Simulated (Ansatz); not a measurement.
Geometry optimisation, DFT PBE-D3(BJ), scalar-relativistic, plane waves, PAW in Ansatz 0.2.0.

Input:

```yaml
crystal:
  lattice:
    - [8.598418, 0.0, 0.0]
    - [4.299209, 7.446449, 0.0]
    - [0.0, 0.0, 18.020579]
  atoms:
    - { symbol: Sr, position: [0.16666668, 0.16666666, 0.05549211] }
    - { symbol: Sr, position: [0.66666671, 0.16666666, 0.05549211] }
    - { symbol: Sr, position: [0.1666667, 0.66666665, 0.05549211] }
    - { symbol: Sr, position: [0.66666673, 0.66666665, 0.05549211] }
    - { symbol: Sr, position: [-0.16666666, 0.33333333, 0.2502855] }
    - { symbol: Sr, position: [0.33333336, 0.33333333, 0.2502855] }
    - { symbol: Sr, position: [-0.16666664, 0.83333331, 0.2502855] }
    - { symbol: Sr, position: [0.33333338, 0.83333331, 0.2502855] }
    - { symbol: Sr, position: [0.0, 0.0, 0.44507889] }
    - { symbol: Sr, position: [0.50000003, 0.0, 0.44507889] }
    - { symbol: Sr, position: [2.0e-08, 0.49999999, 0.44507889] }
    - { symbol: Sr, position: [0.50000005, 0.49999999, 0.44507889] }
    - { symbol: O, position: [3.0e-08, 0.74999998, 0.53442119] }
    - { symbol: H, position: [-0.33333331, 1.16666664, 0.42787633] }
basis:
  ecutwfc: 420.0
kpoints:
  mp_grid: { grid: [3, 3, 1] }
hamiltonian:
  xc: pbe
  dispersion: d3bj
scf:
  occupations: { method: gaussian, width: 0.15 }
  lower_state_search: "off"
relax:
  f_tol: 0.03
  max_steps: 60
  adjacent_minimum: "off"
  constraints: [{ sites: [0, 1, 2, 3] }]
```

Launched with:

```bash
$ ansatz run input.yaml --threads 4 --pin off --max-ram 10240MiB --backend cpu --events-out ev --progress --plain --runs-dir out
```

Where does it end, and by what steps?

The forces met the threshold. The force dipped under the threshold on the way, but the program's further checks kept it going. Limits of this set-up: coarse k mesh, thin slab, slab without dipole correction, odd electron count without spin. After 23 steps the energy has fallen by 3.335 eV; O13 moved furthest, 2.89 Å. Joined: Sr7–O13 (5.27 → 2.42 Å), Sr10–O13 (4.06 → 2.36 Å).

| step | energy less start (eV) | largest force component (eV/Å) | accepted |
| --- | --- | --- | --- |
| 0 | 0.0000 | 2.577 | yes |
| 1 | -1.0432 | 2.111 | yes |
| 2 | -1.6094 | 0.634 | yes |
| 3 | -1.7371 | 0.322 | yes |
| 4 | -1.8522 | 0.327 | yes |
| 5 | -2.0035 | 0.584 | yes |
| 6 | -2.2254 | 0.835 | yes |
| 7 | -2.4923 | 0.881 | yes |
| 8 | -2.6882 | 0.386 | yes |
| 9 | -2.7886 | 0.216 | yes |
| 10 | -2.8603 | 0.200 | yes |
| 11 | -2.9169 | 0.160 | yes |
| 12 | -2.9748 | 0.155 | yes |
| 13 | -3.0315 | 0.217 | yes |
| 14 | -3.0969 | 0.300 | yes |
| 15 | -3.1993 | 0.385 | yes |
| 16 | -3.3035 | 0.188 | yes |
| 17 | -3.2828 | 0.693 | no |
| 18 | -3.3258 | 0.092 | yes |
| 19 | -3.3337 | 0.029 | yes |
| 20 | -3.3337 | 0.028 | yes |
| 21 | -3.3339 | 0.032 | yes |
| 22 | -3.3346 | 0.005 | yes |
| 23 | -3.3346 | 0.005 | yes |

```xyz
14
Lattice="8.5984 0.0000 0.0000 4.2992 7.4464 0.0000 0.0000 0.0000 18.0206" Properties=species:S:1:pos:R:3
Sr 2.150 1.241 1.000
Sr 6.449 1.241 1.000
Sr 4.299 4.964 1.000
Sr 8.598 4.964 1.000
Sr 0.009 2.476 4.310
Sr 4.308 2.474 4.311
Sr 2.161 6.254 4.581
Sr 6.459 6.182 4.403
Sr -0.248 -0.075 7.755
Sr 4.579 -0.075 7.755
Sr 2.165 3.918 7.578
Sr 6.464 3.489 7.828
O 2.166 6.170 7.004
H 2.166 8.669 8.722
```

Whether the end is a true minimum wasn't checked by a vibrational analysis.

Run time: 60 s on 4 threads of AMD EPYC 9R45 96-Core Processor (Zen 5), on a shared host, peak memory 2 GiB.
